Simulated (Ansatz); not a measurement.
Consider the ligand exchange at the Si–O bond: `[BH2][AlH][O][SiH3]` + `[OH][InH2]` → `[SiH3][O][InH2]` + `[BH2][AlH][OH]`.

Isolated molecules relaxed with PBE0-D4/def2-TZVP in Ansatz; ΔE leaves out vibrations. CCSD(T)/CBS is the MP2 limit (def2-TZVPP, def2-QZVPP) plus CCSD(T) − MP2 in def2-TZVPP, frozen cores. Functionals use def2-TZVPP. B3LYP here is the variant with VWN-RPA as its local correlation; programs differ in this. HSE06 is defined as in plane-wave codes. def2 core potentials past Kr. For In outer-core shells are correlated without core-valence functions, which leaves a few kJ/mol of doubt a bond. One conformer a species, not always the lowest.

`[BH2][AlH][O][SiH3]`:

```xyz
10

B     1.396   -2.118    0.082
Al    0.416   -0.578    1.162
O    -0.397    0.614    0.281
Si   -1.123    1.674   -0.708
H     2.535   -2.030   -0.284
H     0.859   -3.151   -0.209
H     0.376   -0.445    2.745
H    -0.522    3.024   -0.542
H    -0.965    1.258   -2.129
H    -2.576    1.753   -0.399
```

`[OH][InH2]`:

Cartesian coordinates in Å:
```
O 1.026 -0.229 -0.921
In -0.323 -0.063 0.534
H 0.838 0.327 -1.680
H -1.599 1.036 0.211
H 0.058 -1.071 1.856
```

`[SiH3][O][InH2]`:

Z-matrix (Å, degrees):
```
Si
O 1 1.622
H 1 1.490 2 110.7
H 1 1.496 2 111.8 3 120.0
H 1 1.490 2 110.8 3 -119.9
In 2 1.992 1 138.5 3 -120.0
H 6 1.702 2 110.2 1 180.0
H 6 1.706 2 112.5 1 -0.0
```

`[BH2][AlH][OH]`:

Cartesian coordinates in Å:
```
B 0.659 -0.259 1.359
Al 0.012 0.344 -0.569
O -1.375 -0.432 -1.180
H 1.445 -1.149 1.531
H 0.285 0.276 2.365
H 0.723 1.453 -1.469
H -1.748 -0.233 -2.037
```

```csv
level,ΔE (kJ/mol),difference from CCSD(T)/CBS
PBE-D4,2.8,2.9
revPBE-D4,3.0,3.1
BLYP-D4,4.2,4.3
r2SCAN-D4,2.3,2.4
B97M-V,1.7,1.8
PBE0-D4,1.9,2.0
B3LYP-D4,3.1,3.2
r2SCANh-D4,1.9,2.0
r2SCAN0-D4,1.5,1.6
HSE06-D4,1.8,1.9
BHLYP-D4,1.7,1.8
CAM-B3LYP-D4,2.8,2.9
ωB97X-V,1.3,1.4
B2PLYP,2.1,2.2
PBE-QIDH,0.4,0.5
PBE,3.1,3.2
revPBE,3.7,3.8
BLYP,4.9,5.0
r2SCAN,2.2,2.3
PBE0,2.1,2.2
B3LYP,3.7,3.8
r2SCANh,1.8,1.9
r2SCAN0,1.4,1.5
HSE06,2.0,2.1
BHLYP,2.7,2.8
CAM-B3LYP,3.0,3.1
LC-ωPBE,1.6,1.7
MP2/def2-SVP,-5.8,-5.7
CCSD/def2-SVP,-4.2,-4.1
CCSD(T)/def2-SVP,-4.6,-4.5
HF/def2-TZVPP,2.1,2.2
MP2/def2-TZVPP,-0.8,-0.7
SCS-MP2/def2-TZVPP,-0.1,0.0
CCSD(T)/def2-TZVPP,-0.2,-0.1
HF/def2-QZVPP,2.5,2.6
MP2/def2-QZVPP,-0.6,-0.5
SCS-MP2/def2-QZVPP,0.1,0.2
HF/CBS(def2),2.6,2.7
MP2/CBS(def2),-0.8,-0.7
CCSD/CBS(def2),0.3,0.4
CCSD(T)/CBS,-0.1,0
```

Largest T1 diagnostic among the species: 0.017.

Leaving LDA and LC-ωPBE aside and taking each functional with its dispersion term where it has one, the values spread over 3.8 kJ/mol, from PBE-QIDH to BLYP-D4. At CCSD(T), def2-SVP lies −4.5 kJ/mol from the extrapolated value and def2-TZVPP −0.1 kJ/mol.
